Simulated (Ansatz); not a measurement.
One change: `COC([SiH3])=S` becomes `COC=S`.

Ansatz, PBE0-D4/def2-TZVP geometries, multiplicity 1. Each molecule was computed in one conformer, which needn't be the lowest.

```
                                        property  `COC([SiH3])=S`
               HOMO energy (PBE/def2-TZVPP) / eV            -5.40
  zero-point energy (PBE0-D4/def2-TZVP) / kJ/mol            195.5
               LUMO energy (PBE/def2-TZVPP) / eV            -2.89
           LUMO energy (ωB97M-V/def2-TZVPP) / eV             0.07
size of the dipole moment (B3LYP/def2-TZVPP) / D             3.62
             LUMO energy (B3LYP/def2-TZVPP) / eV            -2.21
```

(1) Give the same properties after the change, and the shifts. (Estimate.)

Answers

(1) Computed: 
| property | `COC=S` | shift |
| --- | --- | --- |
| HOMO energy (PBE/def2-TZVPP) / eV | -5.38 | 0.02 |
| zero-point energy (PBE0-D4/def2-TZVP) / kJ/mol | 155.3 | -40.2 |
| LUMO energy (PBE/def2-TZVPP) / eV | -2.48 | 0.41 |
| LUMO energy (ωB97M-V/def2-TZVPP) / eV | 0.60 | 0.53 |
| size of the dipole moment (B3LYP/def2-TZVPP) / D | 4.06 | 0.44 |
| LUMO energy (B3LYP/def2-TZVPP) / eV | -1.79 | 0.42 |

With PBE0 the HOMO falls by 0.06 eV and the LUMO rises by 0.46 eV, so the gap widens by about 0.52 eV. PBE moves the HOMO by 0.02 eV and ωB97M-V by -0.11 eV. The zero-point energy changes by -40.2 kJ/mol with -9 modes. Dipoles are sizes alone; their direction can turn.

B3LYP here is the variant with VWN-RPA as its local correlation; programs differ in this.
